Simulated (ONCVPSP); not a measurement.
# arsenic: one change to an ONCV potential, before and after

arsenic, optimised norm-conserving Vanderbilt (ONCV), made with ONCVPSP 4.0.1 (BLYP, scalar-relativistic). Core [Ar], reference 3d10 4s2 4p3. Waves: 4s: rc 1.60 bohr, ncon 5, nbas 9, qcut 4 1/bohr, 2 projectors, debl 1.6 Ha; 4p: rc 1.60 bohr, ncon 4, nbas 7, qcut 4.8 1/bohr, 2 projectors, debl 2.1 Ha; 3d: rc 0.65 bohr, ncon 5, nbas 10, qcut 19.1 1/bohr, 3 projectors, debl 3.2 Ha. Local part: polynomial inside 0.45 bohr (lpopt 5, dvloc0 0 Ha). Core correction: Teter function, fcfact 5.25, rcfact 1.55.

Change: all radii but the core radius scaled by about 1.06 (s 1.70, p 1.70, d 0.68 bohr); local potential polynomial inside 0.48 bohr (lpopt 5, dvloc0 0 Ha).

Cutoffs: the cutoffs (Ha) at which the residual kinetic energy of the hardest occupied pseudo-wave falls to 1 and 0.1 mHa per electron; they do not see the model core or the augmentation charge, which bear on the density cutoff. Errors are all-electron minus pseudo energies relative to the spin-unpolarised reference configuration.

Problem. Predict the effect on cutoff, ghosts and configuration errors.

Solution. The potential gets softer (260 Ha and 830 Ha → 186 Ha and 726 Ha); both files keep a bound ghost (d, p, s); the errors of the 4 common tests hardly move. A larger radius leaves more room for a smooth pseudo-wave, so fewer plane waves are needed.

```tsv
quantity	base	changed
cutoff, loose	260 Ha	186 Ha
cutoff, tight	830 Ha	726 Ha
loose cutoff by channel	s 16 Ha, p 8.6 Ha, d 260 Ha	s 17 Ha, p 8.8 Ha, d 186 Ha
bound ghosts	s, p, d	s, p, d
GHOST(+) flags under 300 eV	s at 126.9 eV	none
largest miss of a reference level, eV	0.02	0.13
error for 3d10 4s2 4p2, meV [ΔE 9.03 eV]	-1.3	-1.3
error for 3d10 4s2 4p1, meV [ΔE 26.89 eV]	-4.5	-4.5
error for 3d10 4s2 4p0, meV [ΔE 54.64 eV]	-12	-12
error for 3d10 4s1 4p0, meV [ΔE 105.48 eV]	-54	-52
rms error of d²Exc/dni dnj with the model core, mHa	0.67	0.64
```

 A true bound ghost makes a file unfit for plane-wave use even where its test errors are small: the radial tests pick states by their node count and pass the ghost by.
